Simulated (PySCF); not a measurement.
Isomers of C7H16Ge, from PBE0-D3(BJ)/def2-SVP geometry optimisation, gas phase in PySCF. One conformer each, no zero-point energy, no frequencies.

Task: Which isomer lies lowest at this level?
A. `[CH3:1][CH2:2][CH:3]1[CH2:4][CH2:5][GeH2:6][CH2:7][CH2:8]1` with C1–C2–C3–C4 -168°, C2–C3–C4–C5 169°, C3–C4–C5–Ge6 56°, C4–C5–Ge6–C7 -42°, C5–Ge6–C7–C8 43°: A = 3141, B = 729.6, C = 626.9 MHz, dipole 0.82 D
B. `[CH3:1][CH2:2][C@@H:3]1[CH2:4][CH2:5][C@@H:6]([GeH3:7])[CH2:8]1` with C1–C2–C3–C4 -64°, C2–C3–C4–C5 -139°, C3–C4–C5–C6 -12°, C4–C5–C6–Ge7 -89°, C5–C6–C8–C3 -42°: A = 2782, B = 652.6, C = 620.8 MHz, dipole 0.92 D
C. `[CH3:1][CH2:2][C@@H:3]([CH3:4])[GeH:5]1[CH2:6][CH2:7][CH2:8]1` with C1–C2–C3–C4 176°, C2–C3–Ge5–C6 84°, C3–Ge5–C6–C7 133°, Ge5–C6–C7–C8 -22°, C6–C7–C8–Ge5 22°, C3–Ge5–C8–C7 -136°: A = 2396, B = 1040, C = 801.7 MHz, dipole 0.76 D
D. `[CH3:1][CH2:2][CH2:3][C@H:4]1[CH2:5][CH2:6][CH2:7][GeH2:8]1` with C1–C2–C3–C4 -179°, C2–C3–C4–C5 176°, C3–C4–C5–C6 165°, C4–C5–C6–C7 -53°, C5–C6–C7–Ge8 37°, C6–C7–Ge8–C4 -13°: A = 2546, B = 811.4, C = 650.8 MHz, dipole 0.63 D

Result: A. That is `CCC1C[CH2][GeH2][CH2]C1`, 3.4 kcal/mol below the next.

| SMILES | mapped SMILES | E (Eh) | relative (kcal/mol) | relative (kJ/mol) | dipole (D) |
| --- | --- | --- | --- | --- | --- |
| CCC1C[CH2][GeH2][CH2]C1 | [CH3:1][CH2:2][CH:3]1[CH2:4][CH2:5][GeH2:6][CH2:7][CH2:8]1 | -2352.35460 | 0.0 | 0.0 | 0.82 |
| CCC[C@H]1CC[CH2][GeH2]1 | [CH3:1][CH2:2][CH2:3][C@H:4]1[CH2:5][CH2:6][CH2:7][GeH2:8]1 | -2352.34918 | 3.4 | 14.2 | 0.63 |
| CC[C@@H]1CC[C@@H]([GeH3])C1 | [CH3:1][CH2:2][C@@H:3]1[CH2:4][CH2:5][C@@H:6]([GeH3:7])[CH2:8]1 | -2352.34135 | 8.3 | 34.8 | 0.92 |
| CC[C@@H](C)[GeH]1[CH2]C[CH2]1 | [CH3:1][CH2:2][C@@H:3]([CH3:4])[GeH:5]1[CH2:6][CH2:7][CH2:8]1 | -2352.32446 | 18.9 | 79.1 | 0.76 |

As drawn, the highest has a four-membered ring, which the lowest lacks.
